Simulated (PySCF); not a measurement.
**Polarisability and C₆ of Ni²⁺ (nickel, charge +2)**

[Ar] 3d8, high-spin 3F determinant. Computed with PySCF 2.14 in def2-TZVPPD (6s6p4d2f1g, 67 functions), with the non-relativistic Hamiltonian (point nucleus). Coupled (time-dependent) response in atomic units; α is the mean over directions.

```json
{"method": "UHF", "mean α (bohr³)": "2.098", "C₆ (like pair)": "4.895", "S(−4)": "2.706"}
{"method": "PBE", "mean α (bohr³)": "2.646", "C₆ (like pair)": "5.923", "S(−4)": "5.951"}
{"method": "PBE0", "mean α (bohr³)": "2.450", "C₆ (like pair)": "5.570", "S(−4)": "4.595"}
{"method": "r2SCANh", "mean α (bohr³)": "2.449", "C₆ (like pair)": "5.637", "S(−4)": "4.467"}
```

S(−4) is the Cauchy moment in α(ω) = α(0) + S(−4) ω² + …

α(iu) at r2SCANh:

| u (hartree) | α(iu) (bohr³) |
| --- | --- |
| 0 | 2.449 |
| 0.0500 | 2.438 |
| 0.100 | 2.406 |
| 0.200 | 2.289 |
| 0.300 | 2.132 |
| 0.500 | 1.804 |
| 0.750 | 1.486 |
| 1.00 | 1.271 |
| 1.50 | 1.008 |
| 2.00 | 0.8412 |
| 3.00 | 0.6157 |
| 5.00 | 0.3547 |

A single London oscillator, α(iu) = α/(1 + u²/ω²), gives C₆ = (3/4) ω α². Matching the computed C₆ needs ω = 4 × 5.637 / (3 × 2.449²) = 1.25 hartree.

For an ion, C₆ is the dispersion term alone; charge-induced terms of lower order in 1/R come first.
